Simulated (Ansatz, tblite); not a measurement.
Forces on Ge17H24, a nanocrystal cut from cubic germanium at its r2SCAN-D4/def2-SVP geometry. Charge 0, multiplicity 1.

The xTB rows come from tblite. Single mean-field runs in def2-TZVP are fitted with def2-universal-jkfit.

GFN1-xTB (tblite), largest force 0.59 eV/Å:

```xyz
41
positions Å, forces eV/Å
Ge    4.414    1.430   -0.029   -0.025   -0.336   -0.018
Ge    0.344    3.048    1.141    0.021   -0.067   -0.025
Ge   -2.367   -1.830   -2.926   -0.002    0.009    0.033
Ge   -2.756    1.198   -0.398   -0.214   -0.022   -0.247
Ge    0.878   -0.029   -1.426    0.199   -0.085   -0.413
Ge    1.816   -0.487    2.401    0.330   -0.043    0.038
Ge   -1.432   -2.304    0.901   -0.109   -0.263   -0.185
Ge   -1.796    0.709    3.464    0.035    0.008   -0.113
Ge    3.187    0.552   -1.932    0.142    0.216    0.279
Ge   -0.090   -1.114   -3.381   -0.186   -0.053    0.042
Ge   -0.471    1.917   -0.851   -0.053    0.294    0.240
Ge    4.143    0.051    1.949   -0.070    0.190   -0.147
Ge    0.467    1.455    2.972   -0.242    0.072    0.032
Ge   -3.709    0.112   -2.353    0.087   -0.025    0.054
Ge   -2.362   -3.392   -1.065    0.021    0.093    0.001
Ge   -2.749   -0.343    1.488    0.024    0.121    0.324
Ge    0.850   -1.583    0.453   -0.048   -0.140    0.266
H     5.912    1.509   -0.386   -0.466    0.130    0.136
H     3.935    2.862    0.271    0.325   -0.441   -0.138
H    -0.658    4.160    1.520    0.428   -0.261   -0.133
H     1.711    3.714    0.891   -0.571   -0.047    0.143
H    -2.957   -2.519   -4.178    0.130    0.159    0.294
H    -3.598    2.441   -0.025    0.209   -0.302   -0.073
H     1.761   -1.464    3.600   -0.010    0.235   -0.288
H    -1.423   -3.285    2.097    0.003    0.256   -0.278
H    -2.665    1.910    3.894    0.237   -0.455    0.031
H    -1.773   -0.304    4.627   -0.110    0.434   -0.266
H     3.225    1.568   -3.093    0.074   -0.455    0.248
H     3.893   -0.732   -2.414   -0.186    0.482    0.002
H    -0.075   -0.134   -4.573    0.119   -0.433    0.288
H     0.779   -2.332   -3.761   -0.230    0.473   -0.049
H    -0.477    2.893   -2.051    0.013   -0.275    0.296
H     4.775    0.756    3.166   -0.071   -0.356   -0.359
H     4.902   -1.273    1.728   -0.123    0.459    0.183
H     1.068    2.143    4.219   -0.132   -0.170   -0.314
H    -3.733    1.099   -3.538   -0.178   -0.328    0.364
H    -5.162   -0.316   -2.062    0.404    0.238   -0.228
H    -3.800   -3.866   -0.773    0.505   -0.021   -0.133
H    -1.518   -4.632   -1.424   -0.415    0.283    0.136
H    -4.203   -0.780    1.779    0.363    0.092   -0.096
H     1.717   -2.809    0.080   -0.230    0.334    0.073
```

GFN2-xTB (tblite), largest force 0.56 eV/Å:

```
Ge 0.060 -0.242 -0.031
Ge -0.006 0.024 0.040
Ge -0.060 -0.058 -0.091
Ge -0.244 0.035 -0.207
Ge 0.295 -0.071 -0.468
Ge 0.326 -0.003 0.096
Ge -0.164 -0.297 -0.081
Ge 0.034 0.024 -0.006
Ge 0.124 0.164 0.189
Ge -0.145 -0.067 -0.008
Ge -0.054 0.317 0.114
Ge -0.023 0.118 -0.067
Ge -0.136 0.072 0.163
Ge 0.016 -0.028 -0.014
Ge -0.002 0.010 -0.038
Ge -0.074 0.072 0.314
Ge 0.013 -0.173 0.241
H -0.290 0.178 0.095
H 0.240 -0.202 -0.083
H 0.319 -0.098 -0.094
H -0.288 0.060 0.073
H 0.038 0.056 0.106
H 0.075 -0.103 -0.014
H -0.025 0.069 -0.105
H 0.007 0.101 -0.094
H 0.106 -0.288 0.091
H -0.114 0.292 -0.115
H 0.068 -0.313 0.093
H -0.110 0.318 -0.068
H 0.116 -0.284 0.124
H -0.113 0.297 -0.095
H 0.007 -0.106 0.094
H 0.007 -0.270 -0.191
H -0.028 0.291 0.171
H -0.041 -0.058 -0.118
H -0.179 -0.186 0.202
H 0.193 0.187 -0.184
H 0.297 -0.095 -0.080
H -0.296 0.112 0.089
H 0.128 0.030 -0.050
H -0.078 0.117 0.006
```

PBE0-D4/def2-TZVP (Ansatz), largest force 0.04 eV/Å:

```
Ge -0.012 0.038 0.005
Ge 0.023 0.014 -0.008
Ge 0.002 -0.001 0.001
Ge 0.024 -0.006 0.008
Ge -0.024 -0.004 0.032
Ge -0.023 -0.010 -0.014
Ge 0.011 0.020 0.000
Ge 0.000 -0.002 -0.003
Ge -0.003 -0.007 -0.007
Ge 0.007 0.004 0.007
Ge -0.002 -0.028 0.006
Ge 0.005 -0.011 0.010
Ge 0.004 -0.003 -0.013
Ge -0.003 0.007 0.004
Ge 0.000 -0.003 0.006
Ge 0.014 -0.002 -0.018
Ge -0.008 0.023 -0.012
H -0.001 -0.005 -0.002
H -0.015 -0.010 0.005
H 0.004 -0.015 -0.004
H -0.010 -0.025 -0.001
H 0.006 0.007 0.011
H 0.009 -0.009 -0.001
H -0.002 0.008 -0.011
H 0.001 0.011 -0.009
H 0.005 -0.002 -0.008
H 0.001 0.000 -0.007
H -0.007 0.000 0.006
H -0.009 -0.004 0.003
H -0.001 0.003 0.009
H -0.001 0.003 0.008
H 0.003 -0.012 0.009
H -0.008 0.001 -0.003
H -0.006 0.001 -0.003
H -0.002 -0.005 -0.012
H 0.005 -0.002 0.005
H 0.006 -0.002 0.005
H 0.004 0.007 0.001
H 0.003 0.007 0.001
H 0.011 0.001 -0.006
H -0.008 0.014 -0.001
```
